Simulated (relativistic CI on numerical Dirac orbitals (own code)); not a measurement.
## Pt54+: q coefficients and field-shift factors

Method of calculation: Dirac-Coulomb-Breit CI, orbitals from a KLI potential per configuration, derivatives by finite differences, unscaled Slater integrals, QED left out (own radial code, finite nucleus).

Configurations in the expansion (outside the closed core [Ne]): 3s²3p⁶3d⁶, 3s²3p⁵3d⁷, 3s²3p⁴3d⁸, 3s3p⁶3d⁷, 3p⁶3d⁸, 3s3p⁵3d⁸, 3s²3p⁶3d⁵4s, 3s²3p⁶3d⁵4p. Levels of other configurations are missing.

With x = (α/α₀)² − 1 an excitation energy changes as ω = ω₀ + qx; K = 2q/ω₀ is the relative enhancement. Terms are leading LS components, so labels can repeat. The field-shift factor is F = δν/δ⟨r²⟩ for the transition from the lowest level.

Lowest level 3s²3p⁶3d⁶ ³F4.

```tsv
Level	ω₀ (cm⁻¹)	q (cm⁻¹)	K	F (GHz/fm²)
3s²3p⁶3d⁶ ³P2	68726	11870	0.345	-0.529
3s²3p⁶3d⁶ ³P0	229628	51460	0.448	2.38
3s²3p⁶3d⁶ ⁵D3	664957	747700	2.25	22.8
3s²3p⁶3d⁶ ⁵D4	674768	726600	2.15	22.7
3s²3p⁶3d⁶ ⁵D1	707302	754300	2.13	22.9
3s²3p⁶3d⁶ ³H6	744080	711200	1.91	23.2
3s²3p⁶3d⁶ ³G5	744691	718500	1.93	23
3s²3p⁶3d⁶ ³F2	805059	736300	1.83	22.1
3s²3p⁶3d⁶ ³D3	818750	736400	1.8	23.2
3s²3p⁶3d⁶ ³P0	898363	723100	1.61	22.8
3s²3p⁶3d⁶ ¹G4	940730	746800	1.59	24.6
3s²3p⁶3d⁶ ³P1	949367	759800	1.6	24.1
3s²3p⁶3d⁶ ³D2	949712	768200	1.62	24.6
3s²3p⁶3d⁶ ³F3	962335	738100	1.53	24
3s²3p⁶3d⁶ ⁵D2	1375703	1.483e+06	2.16	44.9
3s²3p⁶3d⁶ ⁵D0	1400281	1.478e+06	2.11	46
3s²3p⁶3d⁶ ³H4	1427765	1.464e+06	2.05	45.5
3s²3p⁶3d⁶ ⁵D3	1456627	1.463e+06	2.01	45.3
3s²3p⁶3d⁶ ³H5	1465591	1.46e+06	1.99	46.1
3s²3p⁶3d⁶ ¹I6	1493766	1.447e+06	1.94	46.5
3s²3p⁶3d⁶ ³F3	1526428	1.476e+06	1.93	46.2
3s²3p⁶3d⁶ ³D1	1545083	1.461e+06	1.89	45.1
3s²3p⁶3d⁶ ¹G4	1561713	1.451e+06	1.86	45.9
```

At this charge energies of transitions that change n are usually good to better than 1 %, and those within a shell (Δn = 0) to a few per cent.
